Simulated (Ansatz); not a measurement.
Series NiX2(NH3)2: binding per atom (eV) at several levels, gas phase, relaxed structures; Ansatz. Binding counts from free atoms in the multiplicity of their measured ground term, without zero-point energy. Singlets are spin-restricted. Names give formal oxidation states. The structures are stationary points that may keep the symmetry of their start. Remarks come from the PBE and PBE0 runs and from stability tests at other levels; not every state was tested.

```tsv
species	state	geometry	PBE-D4/def2-SVP	PBE-D4/def2-TZVP	PBE-D4/def2-TZVPD	r2SCAN-D4/def2-TZVP	PBE0-D4/def2-SVP	remarks
cis-NiH2(NH3)2 (NiN2H8)	singlet	PBE0-D4/def2-SVP	3.11	3.09	3.10	3.02	2.95	–
trans-NiCl2(NH3)2 (NiN2Cl2H6)	singlet	PBE-D4/def2-SVP	3.39	3.34	3.34	3.27	3.25	restricted SCF unstable
trans-NiH2(NH3)2 (NiN2H8)	singlet	B3LYP-D4/def2-SVP	3.09	3.07	3.08	3.00	2.95	–
```

Estimate the column for PBE0-D4/def2-TZVPD.

cis-NiH2(NH3)2 (NiN2H8) 2.95; trans-NiCl2(NH3)2 (NiN2Cl2H6) 3.22; trans-NiH2(NH3)2 (NiN2H8) 2.94.
